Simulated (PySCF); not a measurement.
## V: interval between two levels

V [Ar] 3d3 4s2 [4F9/2, M_J = 9/2] → V [Ar] 3d3 4s1 4p1 [6G13/2, M_J = 13/2], as a difference of total energies. Computed with PySCF 2.14 in x2c-SVPall-2c with one added diffuse shell each of s, d type (6s5p4d1f, 48 functions), with the two-component X2C-1e Hamiltonian. Correlated levels: [Ne] frozen; the 6 highest virtual spinors dropped. "Screened" scales the spin-orbit matrix elements by Boettger's factors to mimic the two-electron term; Breit and QED terms are absent.

```tsv
method	interval between two levels (cm⁻¹)
GHF (spin-free)	14154
GMP2 (spin-free)	18972
GHF (screened spin-orbit)	14334
GMP2 (screened spin-orbit)	19154
```

The labels give the starting determinants; with spin-orbit coupling the two ends relaxed to ⟨J²⟩ = 24.77, ⟨L²⟩ = 12.01, ⟨S²⟩ = 3.76 and ⟨J²⟩ = 48.76, ⟨L²⟩ = 20.02, ⟨S²⟩ = 8.75.
